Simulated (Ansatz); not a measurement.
C4H11B (`CCBCC`), relaxed with RKS PBE-D4/def2-SVP in Ansatz 0.2.0 from a rough embedded geometry. The force threshold is 0.03 eV/Å; the program also tests the step.

Total charge 0; spin multiplicity 1.

Start:

```xyz
16

C     1.443   -0.646    1.429
C     0.692    0.563    1.055
B    -0.798    0.169    0.608
C    -1.335    0.575   -0.772
C    -0.621   -0.282   -1.893
H     1.562   -1.370    0.525
H     2.519   -0.389    1.721
H     1.024   -1.217    2.288
H     0.682    1.268    1.925
H     1.210    1.125    0.221
H    -1.516   -0.295    1.393
H    -2.415    0.319   -0.870
H    -1.189    1.576   -1.058
H    -0.717   -1.363   -1.751
H     0.458   -0.014   -1.920
H    -0.997   -0.017   -2.901
```

```
step  energy (eV)  largest force (eV/Å)  largest move (Å)
   1   -4992.2913                 2.724             0.000
   2   -4992.5886                 0.929             0.165
   3   -4992.6944                 0.441             0.119
   4   -4992.7038                 0.306             0.200
   5   -4992.7333                 0.132             0.200
   6   -4992.7456                 0.097             0.158
   7   -4992.7525                 0.166             0.195
   8   -4992.7560                 0.104             0.020
   9   -4992.7589                 0.044             0.092
  10   -4992.7609                 0.037             0.075
  11   -4992.7613                 0.066             0.054
  12   -4992.7613                 0.088             0.065
  13   -4992.7620                 0.042             0.023
  14   -4992.7621                 0.022             0.009
```

End:

```xyz
16

C     1.635   -0.553    1.811
C     0.787    0.426    0.993
B    -0.560   -0.073    0.368
C    -1.251    0.648   -0.848
C    -0.972   -0.213   -2.105
H     2.067   -1.345    1.164
H     2.482   -0.057    2.329
H     1.025   -1.068    2.582
H     0.401    1.245    1.660
H     1.398    0.983    0.246
H    -1.101   -1.071    0.834
H    -2.352    0.719   -0.706
H    -0.865    1.677   -1.014
H    -1.366   -1.245   -1.993
H     0.115   -0.298   -2.314
H    -1.444    0.224   -3.010
```

It took 89 s on 4 threads of an AMD EPYC on a shared host, with 0.18 GiB of host memory at the peak.
